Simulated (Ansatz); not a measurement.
Coupled-cluster run, CH₅FOSSi, SMILES `OC[SiH](F)S`.

```yaml
crystal:
  periodic: [false, false, false]
  atoms:
    - {symbol: O, position_ang: [0.165600, 1.124765, 1.232450]}
    - {symbol: C, position_ang: [0.746333, -0.070860, 0.718866]}
    - {symbol: Si, position_ang: [-0.295062, -0.747149, -0.693035]}
    - {symbol: F, position_ang: [-1.705188, -1.132881, -0.026874]}
    - {symbol: S, position_ang: [-0.530828, 0.751831, -2.164665]}
    - {symbol: H, position_ang: [-0.671945, 0.899575, 1.647282]}
    - {symbol: H, position_ang: [1.741337, 0.195466, 0.353869]}
    - {symbol: H, position_ang: [0.887338, -0.823398, 1.506561]}
    - {symbol: H, position_ang: [0.233558, -1.967310, -1.344898]}
    - {symbol: H, position_ang: [-0.488045, 1.718759, -1.226557]}
basis:
  gaussian: {orbitals: def2-TZVPP}
correlation: {method: ccsd_t}
```

```sh
$ ansatz run in.yaml --threads 4 --pin off --events-out ev --progress --plain --max-ram 10444MiB
```

Log, shortened:

```
Functional definition: HF
1468 factors; integrals over basis functions are off by at most 9.6e-4 eV
mean field evaluation 1: about -24534.2342 eV, gradient 4.0e1 eV
mean field evaluation 2: about -24534.5345 eV, gradient 4.1e1 eV
mean field evaluation 4: about -24537.9414 eV, gradient 3.8e0 eV
mean field evaluation 8: about -24538.0083 eV, gradient 3.0e-1 eV
mean field evaluation 16: about -24538.0088 eV, gradient 2.8e-6 eV
mean field -24538.00880835 eV, -901.7551912470 hartree, gradient 2.8e-6 eV, S^2 0.000000; 0 other end points of the search recorded, 0 dependent functions left out
13 core orbitals not correlated: weight in the atoms' cores, before any rotation towards them, 1.000 or more for the frozen orbitals, at most 0.000 for the correlated occupied ones
reference -24538.00880835 eV, -901.7551912470 hartree; 16, 16 occupied and 218, 218 virtual orbitals, 1468 factors
second order -26.14973908 eV of doubles, -0.00000000 eV of singles
cycle   1  -26.55185641 eV  change   -4.0e-1 eV  update   1.1e-1
cycle   2  -27.13986316 eV  change   -5.9e-1 eV  update   3.1e-2
cycle   3  -27.27413013 eV  change   -1.3e-1 eV  update   1.6e-2
cycle   4  -27.26155389 eV  change    1.3e-2 eV  update   3.4e-3
cycle   5  -27.25973619 eV  change    1.8e-3 eV  update   1.5e-3
cycle   6  -27.26037979 eV  change   -6.4e-4 eV  update   4.9e-4
cycle   7  -27.26010477 eV  change    2.8e-4 eV  update   2.2e-4
cycle   8  -27.26000773 eV  change    9.7e-5 eV  update   7.0e-5
cycle   9  -27.26004248 eV  change   -3.5e-5 eV  update   3.0e-5
cycle  10  -27.26004424 eV  change   -1.8e-6 eV  update   1.1e-5
perturbative correction -1.01011452 eV, -0.0371210238 hartree
Total energy: -24566.27896710 eV, -902.7941004190 hartree
```

Hardware: 4 threads of an Arm Neoverse V2 on a shared host. Wall time 2.3 min, peak host memory 5.1 GiB.

The correlation energy is -28.270 eV, 3.6 % of it from (T); the T1 diagnostic reads 0.0117.
